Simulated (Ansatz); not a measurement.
`[F][Al]([Cl])[Cl]` + `N=C=O` → `O=C=[N][Al]([Cl])[Cl]` + H–F at 298.15 K and 1 bar (ligand exchange at the Al–F bond).

Isolated molecules relaxed with PBE0-D4/def2-TZVP in Ansatz; ΔE leaves out vibrations. CCSD(T)/CBS is the MP2 limit (def2-TZVPP, def2-QZVPP) plus CCSD(T) − MP2 in def2-TZVPP, frozen cores. This one scheme is used for every species. Each species was taken in one conformer, which may not be the lowest.

| species | CCSD(T)/CBS energy (Eh) | H − E (kJ/mol) | S (J/(mol·K)) |
| --- | --- | --- | --- |
| `[F][Al]([Cl])[Cl]` | -1261.58534 | 30.9 | 310.8 |
| `N=C=O` | -168.51995 | 67.5 | 238.3 |
| `O=C=[N][Al]([Cl])[Cl]` | -1329.69600 | 66.5 | 371.2 |
| H–F | -100.39570 | 33.5 | 173.6 |

H − E and S are ideal-gas, rigid-rotor, harmonic terms from PBE0-D4/def2-TZVP, for one conformer and one mirror image of each species. 1 Eh = 2625.50 kJ/mol, R = 8.31446 J/(mol·K).

Question: By hand: ΔE, ΔH, ΔS and ΔG.

Answer: ΔE = (-1329.69600) + (-100.39570) − (-1261.58534) − (-168.51995) = 0.01359 Eh = 35.7 kJ/mol. Δ(H − E) = 66.5 + 33.5 − 30.9 − 67.5 = 1.6, so ΔH = 37.3 kJ/mol. ΔS = 371.2 + 173.6 − 310.8 − 238.3 = -4.3 J/(mol·K). ΔG = 37.3 − 298.15 × (-4.3)/1000 = 38.6 kJ/mol.

Question: By hand: the equilibrium constant, and the temperature at which ΔG would vanish if ΔH and ΔS stayed fixed.

Answer: log₁₀ K = −ΔG/(RT ln 10) = -6.8. ΔH and −TΔS have one sign here, so there is no such temperature. One of them is within its doubt of zero, so this could turn.

The number of gas molecules stays the same, so ΔS is small and ΔH decides. A doubt of 5 kJ/mol in ΔE shifts log₁₀ K by 0.9 here. Other conformers and mirror images would add mixing entropy, several J/(mol·K) or more a flexible species. Modes under 60 cm⁻¹, often nearly free rotors, make the harmonic entropy too high. These are equilibria of isolated gas molecules and say nothing of rates. Largest T1 diagnostic: 0.018 (customary marks: 0.02 for closed shells, 0.045 for open ones).
